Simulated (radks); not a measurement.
Spherical quantum dot in the effective-mass picture: electrons in a parabolic well V = omega^2 r^2 / 2 with omega = 0.338, with a point charge +1 (a donor) at the centre, all in effective atomic units (hartree* = m*/eps^2 hartree, bohr* = eps/m* bohr), one dielectric constant everywhere. Calculated with a radial shooting solver with Libxc functionals: non-relativistic Kohn-Sham, PBEsol, spin-polarised, spherical densities. Levels are named by radial order and angular momentum (1s, 1p, 1d, 2s, ...), and open shells are averaged over m.

N = 26, configuration 1s2 1p6 1d10 2s2 1f(up 6, down 0). This is the lowest configuration that the search found. Occupied and some empty levels:

level    occupation  eigenvalue (hartree*)  <r> (bohr*)
1s up             1                 5.7915        2.395
1s down           1                 5.7938        2.258
1p up             3                 5.9661        4.311
1p down           3                 5.9894        4.183
2s up             1                 6.0138        3.988
2s down           1                 6.0382        4.025
1d up             5                 6.0889        4.854
1d down           5                 6.1196        4.785
1f up             6                 6.2283        5.229
1f down           0                 6.2631        5.195
2p up             0                 6.2858        4.272
2p down           0                 6.3042        4.314
1g up             0                 6.3850        5.533
1g down           0                 6.4218        5.521
2d up             0                 6.4801        4.787
2d down           0                 6.5003        4.797

Energy (hartree*): total 93.2626, kinetic 6.9384, external 26.267, Hartree 66.645, exchange-correlation -6.5882.

Electron density:

r (bohr*)  n(r) (e/bohr*^3)
0.190                0.3660
0.668                0.1481
1.15                0.06625
1.62                0.03508
2.10                0.02481
2.58                0.02367
3.06                0.02623
3.54                0.02932
4.01                0.03086
4.49                0.02962
4.97                0.02537
5.45                0.01898
5.93                0.01212
6.40               0.006456
6.88               0.002827
7.36               0.001025
7.84              0.0003104
8.31             0.00007810
8.79             0.00001619
9.27              2.771e-06
